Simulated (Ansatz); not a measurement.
A first, cheap relaxation of B$_{2}$H$_{7}$NSSi.

```yaml
crystal:
  periodic: [false, false, false]
  atoms:
    - {symbol: B, position_ang: [-1.866200, 0.645900, -0.122200]}
    - {symbol: B, position_ang: [-0.770800, -0.259000, -0.863000]}
    - {symbol: Si, position_ang: [0.987200, -0.373500, -0.126200]}
    - {symbol: N, position_ang: [1.012100, -1.015100, 1.549100]}
    - {symbol: S, position_ang: [1.913800, 1.569800, -0.091500]}
    - {symbol: H, position_ang: [-2.999900, 0.776600, -0.595900]}
    - {symbol: H, position_ang: [-1.622300, 1.300200, 0.847800]}
    - {symbol: H, position_ang: [-0.996500, -0.842300, -1.847900]}
    - {symbol: H, position_ang: [1.841200, -1.251500, -0.904100]}
    - {symbol: H, position_ang: [0.445400, -1.942500, 1.519200]}
    - {symbol: H, position_ang: [0.312900, -0.383400, 2.121900]}
    - {symbol: H, position_ang: [1.820100, 1.719600, -1.453400]}
basis:
  gaussian: {orbitals: def2-SVP}
hamiltonian: {xc: pbe, dispersion: d4}
relax: {f_tol: 0.03, max_steps: 200}
```

```sh
$ ansatz run in.yaml --threads 4 --pin off --events-out ev --progress --plain
```

Shortened log:

```
Functional definition: PBE
mean field -21646.46809103 eV, -795.4930298422 hartree, gradient 1.9e-5 eV, S^2 0.000000; 1 other end points of the search recorded, 0 dependent functions left out
relax step   1: F+E_penalty+E_count = -21646.76295390 eV  Δ(F+E_penalty+E_count) = +0.000e0 eV  max|allowed force component| = 2.889e0 eV/Å  Δτ_max = 0.0000 Å  (45 SCF iters, accepted)
mean field -21647.00194973 eV, -795.5126487875 hartree, gradient 2.7e-5 eV, S^2 0.000000; 0 other end points of the search recorded, 0 dependent functions left out
relax step   2: F+E_penalty+E_count = -21647.29455439 eV  Δ(F+E_penalty+E_count) = -5.316e-1 eV  max|allowed force component| = 1.418e0 eV/Å  Δτ_max = 0.1905 Å  (30 SCF iters, accepted)
mean field -21647.13529247 eV, -795.5175490430 hartree, gradient 1.5e-5 eV, S^2 0.000000; 0 other end points of the search recorded, 0 dependent functions left out
relax step   3: F+E_penalty+E_count = -21647.42565139 eV  Δ(F+E_penalty+E_count) = -1.311e-1 eV  max|allowed force component| = 6.917e-1 eV/Å  Δτ_max = 0.1152 Å  (31 SCF iters, accepted)
mean field -21647.24535386 eV, -795.5215937244 hartree, gradient 1.6e-5 eV, S^2 0.000000; 0 other end points of the search recorded, 0 dependent functions left out
relax step   4: F+E_penalty+E_count = -21647.53927451 eV  Δ(F+E_penalty+E_count) = -1.136e-1 eV  max|allowed force component| = 5.530e-1 eV/Å  Δτ_max = 0.2000 Å  (31 SCF iters, accepted)
mean field -21647.36844982 eV, -795.5261174175 hartree, gradient 1.8e-5 eV, S^2 0.000000; 0 other end points of the search recorded, 0 dependent functions left out
relax step   5: F+E_penalty+E_count = -21647.66448692 eV  Δ(F+E_penalty+E_count) = -1.252e-1 eV  max|allowed force component| = 5.304e-1 eV/Å  Δτ_max = 0.1957 Å  (31 SCF iters, accepted)
mean field -21647.52197619 eV, -795.5317594075 hartree, gradient 1.4e-5 eV, S^2 0.000000; 0 other end points of the search recorded, 0 dependent functions left out
relax step   6: F+E_penalty+E_count = -21647.81922553 eV  Δ(F+E_penalty+E_count) = -1.547e-1 eV  max|allowed force component| = 7.716e-1 eV/Å  Δτ_max = 0.1957 Å  (31 SCF iters, accepted)
mean field -21647.67740730 eV, -795.5374713954 hartree, gradient 2.2e-5 eV, S^2 0.000000; 0 other end points of the search recorded, 0 dependent functions left out
relax step   7: F+E_penalty+E_count = -21647.97473773 eV  Δ(F+E_penalty+E_count) = -1.555e-1 eV  max|allowed force component| = 5.738e-1 eV/Å  Δτ_max = 0.1951 Å  (30 SCF iters, accepted)
mean field -21647.80272921 eV, -795.5420768909 hartree, gradient 2.5e-5 eV, S^2 0.000000; 0 other end points of the search recorded, 0 dependent functions left out
relax step   8: F+E_penalty+E_count = -21648.09990317 eV  Δ(F+E_penalty+E_count) = -1.252e-1 eV  max|allowed force component| = 7.867e-1 eV/Å  Δτ_max = 0.1922 Å  (30 SCF iters, accepted)
mean field -21647.89035444 eV, -795.5452970584 hartree, gradient 1.1e-5 eV, S^2 0.000000; 0 other end points of the search recorded, 0 dependent functions left out
relax step   9: F+E_penalty+E_count = -21648.18320710 eV  Δ(F+E_penalty+E_count) = -8.330e-2 eV  max|allowed force component| = 4.882e-1 eV/Å  Δτ_max = 0.1997 Å  (30 SCF iters, accepted)
mean field -21647.92514394 eV, -795.5465755491 hartree, gradient 1.8e-5 eV, S^2 0.000000; 0 other end points of the search recorded, 0 dependent functions left out
relax step  10: F+E_penalty+E_count = -21648.21675720 eV  Δ(F+E_penalty+E_count) = -3.355e-2 eV  max|allowed force component| = 3.330e-1 eV/Å  Δτ_max = 0.1997 Å  (30 SCF iters, accepted)
mean field -21647.94397794 eV, -795.5472676859 hartree, gradient 6.4e-6 eV, S^2 0.000000; 0 other end points of the search recorded, 0 dependent functions left out
relax step  11: F+E_penalty+E_count = -21648.23976909 eV  Δ(F+E_penalty+E_count) = -2.301e-2 eV  max|allowed force component| = 4.946e-1 eV/Å  Δτ_max = 0.2000 Å  (30 SCF iters, accepted)
mean field -21647.96182067 eV, -795.5479233941 hartree, gradient 2.7e-5 eV, S^2 0.000000; 0 other end points of the search recorded, 0 dependent functions left out
relax step  12: F+E_penalty+E_count = -21648.25729781 eV  Δ(F+E_penalty+E_count) = -1.753e-2 eV  max|allowed force component| = 3.698e-1 eV/Å  Δτ_max = 0.1258 Å  (29 SCF iters, accepted)
mean field -21647.96890644 eV, -795.5481837915 hartree, gradient 1.5e-5 eV, S^2 0.000000; 0 other end points of the search recorded, 0 dependent functions left out
relax step  13: F+E_penalty+E_count = -21648.26474339 eV  Δ(F+E_penalty+E_count) = -7.446e-3 eV  max|allowed force component| = 5.151e-1 eV/Å  Δτ_max = 0.1548 Å  (30 SCF iters, accepted)
mean field -21647.97750830 eV, -795.5484999038 hartree, gradient 7.8e-6 eV, S^2 0.000000; 0 other end points of the search recorded, 0 dependent functions left out
relax step  14: F+E_penalty+E_count = -21648.27634077 eV  Δ(F+E_penalty+E_count) = -1.160e-2 eV  max|allowed force component| = 2.626e-1 eV/Å  Δτ_max = 0.1999 Å  (29 SCF iters, accepted)
mean field -21647.98483792 eV, -795.5487692624 hartree, gradient 2.5e-5 eV, S^2 0.000000; 0 other end points of the search recorded, 0 dependent functions left out
relax step  15: F+E_penalty+E_count = -21648.28464763 eV  Δ(F+E_penalty+E_count) = -8.307e-3 eV  max|allowed force component| = 1.726e-1 eV/Å  Δτ_max = 0.1017 Å  (29 SCF iters, accepted)
mean field -21647.98702929 eV, -795.5488497939 hartree, gradient 2.0e-5 eV, S^2 0.000000; 0 other end points of the search recorded, 0 dependent functions left out
relax step  16: F+E_penalty+E_count = -21648.28756702 eV  Δ(F+E_penalty+E_count) = -2.919e-3 eV  max|allowed force component| = 9.955e-2 eV/Å  Δτ_max = 0.0878 Å  (30 SCF iters, accepted)
mean field -21647.98684964 eV, -795.5488431918 hartree, gradient 1.9e-5 eV, S^2 0.000000; 0 other end points of the search recorded, 0 dependent functions left out
relax step  17: F+E_penalty+E_count = -21648.28829258 eV  Δ(F+E_penalty+E_count) = -7.256e-4 eV  max|allowed force component| = 8.209e-2 eV/Å  Δτ_max = 0.0844 Å  (30 SCF iters, accepted)
[...]
mean field -21648.07847542 eV, -795.5522103771 hartree, gradient 1.8e-5 eV, S^2 0.000000; 0 other end points of the search recorded, 0 dependent functions left out
relax step  30: F+E_penalty+E_count = -21648.37971392 eV  Δ(F+E_penalty+E_count) = -5.541e-2 eV  max|allowed force component| = 6.590e-1 eV/Å  Δτ_max = 0.1985 Å  (35 SCF iters, accepted)
mean field -21648.19675116 eV, -795.5565569304 hartree, gradient 2.5e-5 eV, S^2 0.000000; 0 other end points of the search recorded, 0 dependent functions left out
relax step  31: F+E_penalty+E_count = -21648.49787650 eV  Δ(F+E_penalty+E_count) = -1.182e-1 eV  max|allowed force component| = 1.163e0 eV/Å  Δτ_max = 0.1980 Å  (35 SCF iters, accepted)
mean field -21648.31459788 eV, -795.5608877175 hartree, gradient 9.9e-6 eV, S^2 0.000000; 0 other end points of the search recorded, 0 dependent functions left out
relax step  32: F+E_penalty+E_count = -21648.61398232 eV  Δ(F+E_penalty+E_count) = -1.161e-1 eV  max|allowed force component| = 2.818e0 eV/Å  Δτ_max = 0.1947 Å  (35 SCF iters, accepted)
mean field -21648.51824617 eV, -795.5683716542 hartree, gradient 2.1e-5 eV, S^2 0.000000; 0 other end points of the search recorded, 0 dependent functions left out
relax step  33: F+E_penalty+E_count = -21648.81914700 eV  Δ(F+E_penalty+E_count) = -2.052e-1 eV  max|allowed force component| = 8.148e-1 eV/Å  Δτ_max = 0.1945 Å  (29 SCF iters, accepted)
mean field -21648.59777259 eV, -795.5712941960 hartree, gradient 6.9e-6 eV, S^2 0.000000; 0 other end points of the search recorded, 0 dependent functions left out
relax step  34: F+E_penalty+E_count = -21648.90328608 eV  Δ(F+E_penalty+E_count) = -8.414e-2 eV  max|allowed force component| = 7.717e-1 eV/Å  Δτ_max = 0.2000 Å  (30 SCF iters, accepted)
mean field -21648.67911894 eV, -795.5742836194 hartree, gradient 2.1e-5 eV, S^2 0.000000; 0 other end points of the search recorded, 0 dependent functions left out
relax step  35: F+E_penalty+E_count = -21648.98796104 eV  Δ(F+E_penalty+E_count) = -8.467e-2 eV  max|allowed force component| = 3.721e-1 eV/Å  Δτ_max = 0.1956 Å  (28 SCF iters, accepted)
mean field -21648.72214497 eV, -795.5758647966 hartree, gradient 2.4e-5 eV, S^2 0.000000; 0 other end points of the search recorded, 0 dependent functions left out
relax step  36: F+E_penalty+E_count = -21649.03251743 eV  Δ(F+E_penalty+E_count) = -4.456e-2 eV  max|allowed force component| = 4.566e-1 eV/Å  Δτ_max = 0.1958 Å  (28 SCF iters, accepted)
mean field -21648.80593050 eV, -795.5789438580 hartree, gradient 1.9e-5 eV, S^2 0.000000; 0 other end points of the search recorded, 0 dependent functions left out
relax step  37: F+E_penalty+E_count = -21649.11897100 eV  Δ(F+E_penalty+E_count) = -8.645e-2 eV  max|allowed force component| = 6.060e-1 eV/Å  Δτ_max = 0.1952 Å  (28 SCF iters, accepted)
mean field -21648.93875309 eV, -795.5838249982 hartree, gradient 1.1e-5 eV, S^2 0.000000; 0 other end points of the search recorded, 0 dependent functions left out
relax step  38: F+E_penalty+E_count = -21649.25282086 eV  Δ(F+E_penalty+E_count) = -1.338e-1 eV  max|allowed force component| = 7.600e-1 eV/Å  Δτ_max = 0.1960 Å  (36 SCF iters, accepted)
mean field -21649.05678657 eV, -795.5881626489 hartree, gradient 2.4e-5 eV, S^2 0.000000; 0 other end points of the search recorded, 0 dependent functions left out
relax step  39: F+E_penalty+E_count = -21649.36805540 eV  Δ(F+E_penalty+E_count) = -1.152e-1 eV  max|allowed force component| = 5.425e-1 eV/Å  Δτ_max = 0.1949 Å  (29 SCF iters, accepted)
mean field -21649.11785573 eV, -795.5904068989 hartree, gradient 2.6e-5 eV, S^2 0.000000; 0 other end points of the search recorded, 0 dependent functions left out
relax step  40: F+E_penalty+E_count = -21649.42759781 eV  Δ(F+E_penalty+E_count) = -5.954e-2 eV  max|allowed force component| = 3.778e-1 eV/Å  Δτ_max = 0.1935 Å  (29 SCF iters, accepted)
mean field -21649.13134007 eV, -795.5909024395 hartree, gradient 8.6e-6 eV, S^2 0.000000; 0 other end points of the search recorded, 0 dependent functions left out
relax step  41: F+E_penalty+E_count = -21649.44281111 eV  Δ(F+E_penalty+E_count) = -1.521e-2 eV  max|allowed force component| = 3.848e-1 eV/Å  Δτ_max = 0.1379 Å  (29 SCF iters, accepted)
mean field -21649.14918095 eV, -795.5915580797 hartree, gradient 1.0e-5 eV, S^2 0.000000; 0 other end points of the search recorded, 0 dependent functions left out
relax step  42: F+E_penalty+E_count = -21649.45884957 eV  Δ(F+E_penalty+E_count) = -1.604e-2 eV  max|allowed force component| = 3.281e-1 eV/Å  Δτ_max = 0.0547 Å  (31 SCF iters, accepted)
mean field -21649.14339109 eV, -795.5913453063 hartree, gradient 1.0e-5 eV, S^2 0.000000; 0 other end points of the search recorded, 0 dependent functions left out
relax step  43: F+E_penalty+E_count = -21649.45445138 eV  Δ(F+E_penalty+E_count) = +4.398e-3 eV  max|allowed force component| = 2.967e-1 eV/Å  Δτ_max = 0.1149 Å  (29 SCF iters, rejected (line search))
mean field -21649.15607142 eV, -795.5918112998 hartree, gradient 9.6e-6 eV, S^2 0.000000; 0 other end points of the search recorded, 0 dependent functions left out
relax step  44: F+E_penalty+E_count = -21649.46632960 eV  Δ(F+E_penalty+E_count) = -7.480e-3 eV  max|allowed force component| = 4.059e-2 eV/Å  Δτ_max = 0.0555 Å  (30 SCF iters, accepted)
mean field -21649.15611489 eV, -795.5918128972 hartree, gradient 9.7e-6 eV, S^2 0.000000; 0 other end points of the search recorded, 0 dependent functions left out
relax step  45: F+E_penalty+E_count = -21649.46607130 eV  Δ(F+E_penalty+E_count) = +2.583e-4 eV  max|allowed force component| = 8.869e-2 eV/Å  Δτ_max = 0.0216 Å  (31 SCF iters, rejected (line search))
mean field -21649.15650323 eV, -795.5918271683 hartree, gradient 9.7e-6 eV, S^2 0.000000; 0 other end points of the search recorded, 0 dependent functions left out
relax step  46: F+E_penalty+E_count = -21649.46671615 eV  Δ(F+E_penalty+E_count) = -3.866e-4 eV  max|allowed force component| = 2.257e-2 eV/Å  Δτ_max = 0.0103 Å  (31 SCF iters, accepted)
mean field -21649.15650323 eV, -795.5918271683 hartree, gradient 1.1e-5 eV, S^2 0.000000; 1 other end points of the search recorded, 0 dependent functions left out
Total energy: -21649.46675424 eV, -795.6032286827 hartree
Atom 0 at    -1.287112     0.537572    -0.545948 Å, force    -0.008230     0.005579    -0.013970 eV/Å
Atom 1 at    -1.066522    -0.988262     0.068392 Å, force    -0.004488    -0.004905     0.015527 eV/Å
Atom 2 at     0.698463     0.158882    -0.663034 Å, force     0.022573    -0.002909    -0.000161 eV/Å
Atom 3 at     0.219762    -1.009932     0.908445 Å, force    -0.000483    -0.004660     0.002405 eV/Å
Atom 4 at     2.161260     1.577290     0.056171 Å, force    -0.008489     0.001473    -0.001418 eV/Å
Atom 5 at    -2.001934     0.841172    -1.481062 Å, force     0.003004     0.000459     0.003398 eV/Å
Atom 6 at    -1.011339     1.445673     0.260092 Å, force    -0.003282    -0.006220     0.002803 eV/Å
Atom 7 at    -1.398829    -2.088613    -0.337958 Å, force     0.002176     0.001720    -0.001661 eV/Å
Atom 8 at     1.564922    -0.814270    -1.419131 Å, force    -0.004844     0.000917    -0.001245 eV/Å
Atom 9 at     0.697534    -1.889934     1.141916 Å, force    -0.005240     0.007139    -0.003580 eV/Å
Atom 10 at     0.268373    -0.358251     1.704211 Å, force     0.001142    -0.003824    -0.002886 eV/Å
Atom 11 at     1.232421     2.533472     0.341706 Å, force     0.006160     0.005232     0.000787 eV/Å
Dipole moment:     0.429563    -0.341186     0.576644 e Å
```

It took 66 s on 4 threads of a server CPU on a shared host, with 0.13 GiB of host memory at the peak.
